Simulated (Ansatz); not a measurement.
`[CH3][Mg][Cl]` + `F[Si](F)([SiH3])Cl` → `[CH3][Mg][F]` + `F[Si]([SiH3])(Cl)Cl` at 600 K and 1 bar (redistribution).

Gas-phase electronic energies from Ansatz, PBE0-D4/def2-TZVP geometries. CCSD(T)/CBS adds triple-zeta CCSD(T) − MP2 to the extrapolated MP2 energy (def2 sets, frozen cores). For Mg outer-core shells are correlated without core-valence functions, which leaves a few kJ/mol of doubt a bond.

| species | CCSD(T)/CBS energy (Eh) | H − E (kJ/mol) | S (J/(mol·K)) |
| --- | --- | --- | --- |
| `[CH3][Mg][Cl]` | -699.60606 | 134.5 | 346.1 |
| `F[Si](F)([SiH3])Cl` | -1239.50998 | 147.9 | 451.2 |
| `[CH3][Mg][F]` | -339.61123 | 135.2 | 332.6 |
| `F[Si]([SiH3])(Cl)Cl` | -1599.47838 | 146.5 | 465.0 |

H − E and S are ideal-gas, rigid-rotor, harmonic terms from PBE0-D4/def2-TZVP. 1 Eh = 2625.50 kJ/mol, R = 8.31446 J/(mol·K).

By hand: ΔE, ΔH, ΔS and ΔG.

ΔE = (-339.61123) + (-1599.47838) − (-699.60606) − (-1239.50998) = 0.02643 Eh = 69.4 kJ/mol. Δ(H − E) = 135.2 + 146.5 − 134.5 − 147.9 = -0.7, so ΔH = 68.7 kJ/mol. ΔS = 332.6 + 465.0 − 346.1 − 451.2 = 0.3 J/(mol·K). ΔG = 68.7 − 600 × (0.3)/1000 = 68.5 kJ/mol.

By hand: the equilibrium constant, and the temperature at which ΔG would vanish if ΔH and ΔS stayed fixed.

log₁₀ K = −ΔG/(RT ln 10) = -6.0. ΔG = 0 at ΔH/ΔS = 229000 K, far beyond where these terms or the molecules hold.

The number of gas molecules stays the same, so ΔS is small and ΔH decides. A doubt of 5 kJ/mol in ΔE shifts log₁₀ K by 0.4 here. These are equilibria of isolated gas molecules and say nothing of rates. Largest T1 diagnostic: 0.012 (customary marks: 0.02 for closed shells, 0.045 for open ones).
